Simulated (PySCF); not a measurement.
# How methods differ on the ionisation energy of O⁺

O⁺ [He] 2s2 2p3 (4S) → O²⁺ [He] 2s2 2p2 (3P), as a difference of total energies. Computed with PySCF 2.14 in ANO-RCC-VTZP, with scalar relativity by spin-free X2C-1e. Correlated levels: valence: 1s2 frozen. The calculations carry no spin-orbit coupling.

```csv
method,ionisation energy (eV),plus first-order spin-orbit estimate,error of that sum (eV)
UHF,34.586,34.558,-0.563
MP2 (valence),35.202,35.175,+0.054
SCS-MP2 (valence),34.950,34.923,-0.198
CCSD (valence),35.024,34.996,-0.125
CCSD(T) (valence),35.032,35.005,-0.116
CCSDT (valence),35.031,35.004,-0.117
```

Reference: 35.121 eV (measured; NIST Atomic Spectra Database, ionization energies).

A first-order spin-orbit estimate (lowest level to lowest level, LS coupling) adds -0.028 eV.

Errors of the correlated levels include the incompleteness of this basis and the frozen core.
